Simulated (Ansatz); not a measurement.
Input file for Ansatz (an electronic-structure program): R-CCSD(T)/def2-TZVPP on Pd, 2S+1 = 1, a spin state set in the input, which need not be the lowest. Elements past Kr take the def2 small-core potentials; no spin–orbit coupling.

Ansatz 0.2 input:
```yaml
crystal:
  periodic: [false, false, false]
  atoms:
    - {symbol: Pd, position_ang: [0.00000000, 0.00000000, 0.00000000]}
basis:
  gaussian:
    orbitals: def2-TZVPP
magnetization: {spin_polarized: false}
correlation: {method: ccsd_t, electrons: valence}
scf: {lower_state_search: full}
```

Output:

```
Functional definition: HF
[...]
integrals: 0.02 GiB planned
404 factors; integrals over basis functions are off by at most 1.9e-4 eV
mean field: 0.08 GiB planned
mean field evaluation 1: about -3451.9255 eV, gradient 5.7e1 eV
mean field evaluation 2: about -3451.9255 eV, gradient 5.7e1 eV
mean field evaluation 4: about -3456.6669 eV, gradient 6.7e-1 eV
mean field evaluation 8: about -3456.6677 eV, gradient 1.2e-2 eV
mean field evaluation 16: about -3456.6670 eV, gradient 6.6e-1 eV
mean field evaluation 32: about -3456.6655 eV, gradient 1.1e0 eV
mean field evaluation 64: about -3456.6677 eV, gradient 1.3e-3 eV
mean field evaluation 96: about -3451.9220 eV, gradient 2.5e-2 eV
mean field -3456.66767850 eV, -127.0301941714 hartree, gradient 2.3e-6 eV, S^2 0.000000; 4 other end points of the search recorded, 0 dependent functions left out
reference -3456.66767850 eV, -127.0301941714 hartree; 9, 9 occupied and 47, 47 virtual orbitals, 404 factors
second order -17.36589587 eV of doubles, -0.00000000 eV of singles
coupled cluster: 0.09 GiB planned
cycle   1  -15.94158201 eV  change     1.4e0 eV  update   9.1e-2
cycle   2  -16.30690424 eV  change   -3.7e-1 eV  update   3.7e-2
cycle   3  -16.39408690 eV  change   -8.7e-2 eV  update   6.3e-3
cycle   4  -16.38058154 eV  change    1.4e-2 eV  update   1.7e-3
cycle   5  -16.37964650 eV  change    9.4e-4 eV  update   4.2e-4
cycle   6  -16.37976856 eV  change   -1.2e-4 eV  update   1.8e-4
cycle   7  -16.37976704 eV  change    1.5e-6 eV  update   3.5e-5
cycle   8  -16.37976574 eV  change    1.3e-6 eV  update   7.3e-6
perturbative correction -0.52496489 eV, -0.0192921040 hartree
Total energy: -3473.57240913 eV, -127.6514315638 hartree
```

The calculation finished and met its thresholds.

Cost: around 2.4 core-seconds (rough).
